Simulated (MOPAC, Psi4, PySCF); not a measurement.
Internal rotation in C5H6SSe, SMILES c1(sc(C)cc1)[SeH]. Scanned: dihedral S7–C5–Se6–H13; all other coordinates were relaxed at GFN2-xTB. Points at φ and −φ are mirror images. Heavy atoms are numbered in the order of the SMILES Cc1ccc([SeH])s1, hydrogens after them in the order of the atoms that carry them; the mirror image has the same energies with the sign of each dihedral reversed.

Levels: RKS-B3LYP/6-31G* = restricted B3LYP/6-31G*, spherical d, density fitting // GFN2-xTB (PySCF); PM7, restricted, heats of formation // GFN2-xTB (MOPAC); RKS-BP86/6-31G* = PySCF with restricted BP86/6-31G*, spherical d, density fitting // GFN2-xTB; MP2/cc-pVTZ = DF-MP2 (frozen core)/cc-pVTZ // GFN2-xTB (Psi4).

Energies relative to the lowest point of each profile, in kJ/mol; the last columns give the difference from MP2:

```tsv
φ / °	RKS-B3LYP/6-31G*	PM7	RKS-BP86/6-31G*	MP2/cc-pVTZ	RKS-B3LYP/6-31G* − MP2/cc-pVTZ	PM7 − MP2/cc-pVTZ	RKS-BP86/6-31G* − MP2/cc-pVTZ
-160	11.0	3.9	10.6	8.9	2.1	-5.0	1.7
-140	8.3	2.9	8.0	6.5	1.9	-3.6	1.5
-120	4.4	1.6	4.2	3.3	1.2	-1.7	1.0
-100	1.0	0.5	1.0	0.7	0.3	-0.2	0.3
-80	0.0	0.0	0.0	0.0	0.0	0.0	0.0
-60	1.9	0.2	1.7	1.5	0.4	-1.3	0.2
-40	5.6	1.2	5.3	4.4	1.3	-3.2	0.9
-20	9.3	2.4	8.9	7.3	2.0	-4.9	1.6
0	10.9	2.9	10.5	8.6	2.2	-5.7	1.9
20	9.3	2.4	8.9	7.3	2.0	-4.9	1.6
40	5.6	1.2	5.3	4.4	1.3	-3.2	0.9
60	1.9	0.2	1.7	1.5	0.4	-1.3	0.2
80	0.0	0.0	0.0	0.0	0.0	0.0	0.0
100	1.0	0.5	1.0	0.7	0.3	-0.2	0.3
120	4.4	1.6	4.2	3.3	1.2	-1.7	1.0
140	8.3	2.9	8.0	6.5	1.9	-3.6	1.5
160	11.0	3.9	10.6	8.9	2.1	-5.0	1.7
180	11.9	4.3	11.5	9.7	2.1	-5.4	1.7
```

RKS-B3LYP/6-31G* is furthest from MP2/cc-pVTZ at 0 (2.2 kJ/mol, above); its mean absolute difference over the points is 1.3 kJ/mol.

PM7 is furthest from MP2/cc-pVTZ at 0 (-5.7 kJ/mol, below); its mean absolute difference over the points is 2.8 kJ/mol.

RKS-BP86/6-31G* is furthest from MP2/cc-pVTZ at 0 (1.9 kJ/mol, above); its mean absolute difference over the points is 1.0 kJ/mol.
